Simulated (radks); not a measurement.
The numbers below are computed, except where a source is named.
Task: The mean radii <r> (bohr) of the occupied orbitals of an atom or ion are listed with their occupations. Code: a radial shooting solver on a logarithmic mesh with Libxc functionals. Model: scalar-relativistic Kohn-Sham, revPBE, spin-polarised, spherical densities, point nucleus.

| orbital | occ. | <r> |
|---|---|---|
| 1s down | 1 | 0.01743 |
| 1s up | 1 | 0.01743 |
| 2s up | 1 | 0.07360 |
| 2s down | 1 | 0.07359 |
| 2p up | 3 | 0.06624 |
| 2p down | 3 | 0.06624 |
| 3s up | 1 | 0.1904 |
| 3s down | 1 | 0.1904 |
| 3p up | 3 | 0.1913 |
| 3p down | 3 | 0.1913 |
| 3d up | 5 | 0.1733 |
| 3d down | 5 | 0.1733 |
| 4s up | 1 | 0.4232 |
| 4s down | 1 | 0.4233 |
| 4p up | 3 | 0.4505 |
| 4p down | 3 | 0.4505 |
| 4d up | 5 | 0.4784 |
| 4d down | 5 | 0.4783 |
| 5s up | 1 | 0.9787 |
| 5s down | 1 | 0.9726 |
| 4f up | 7 | 0.5361 |
| 4f down | 7 | 0.5335 |
| 5p up | 3 | 1.129 |
| 5p down | 3 | 1.121 |
| 5d up | 5 | 1.545 |
| 5d down | 1 | 1.562 |
| 6d up | 1 | 4.663 |

Name the element and its charge. Open shells, if any, are filled with parallel spins first.

Result: Z = 77, iridium, charge +2: Ir2+ in [Xe] 4f14 5d6 6d1. The 1s radius gives Z: for a bare nucleus <r> = (2 gamma + 1)/(2Z) with gamma = sqrt(1 - (Z/c)^2), 0.01724 bohr for Z = 77, and screening makes it slightly larger (0.01743 here). The occupations add up to 75, and the charge is Z minus that.
